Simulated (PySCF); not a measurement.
## SI⁺ at UHF

Computed with UHF; basis S cc-pV(D+d)Z, I cc-pVDZ-PP with ECP28; scalar-relativistic core potentials; PySCF 2.14.

```json
{
 "state": "³Σ⁻ (triplet), unpaired electrons π ↑↑",
 "bond length": "2.253 Å",
 "harmonic wavenumber": "418 cm⁻¹",
 "force constant": "2.63 mdyn/Å",
 "rotational constant Be": "0.1301 cm⁻¹",
 "anharmonicity ωexe": "3.47 cm⁻¹",
 "vibration–rotation constant αe": "0.000918 cm⁻¹",
 "well depth De to S⁺ + I": "1.21 eV",
 "dissociation energy D0": "1.18 eV",
 "bond order (Mayer)": "1.58",
 "dipole moment (positive dipole points towards I; it is taken about the centre of mass and depends on that origin)": "-2.79 D"
}
```

Spin–orbit coupling is left out, which matters for elements this heavy, above all for dissociation energies. For an ion De counts to the pair picked by the measured ionisation energies or electron affinities, which need not be the lowest pair at this level. Hartree–Fock leaves out correlation, which carries a large part of most bond energies and some tenths to 1 eV of ionisation energies. The state was picked by a PBE0 search and need not be the measured ground state.
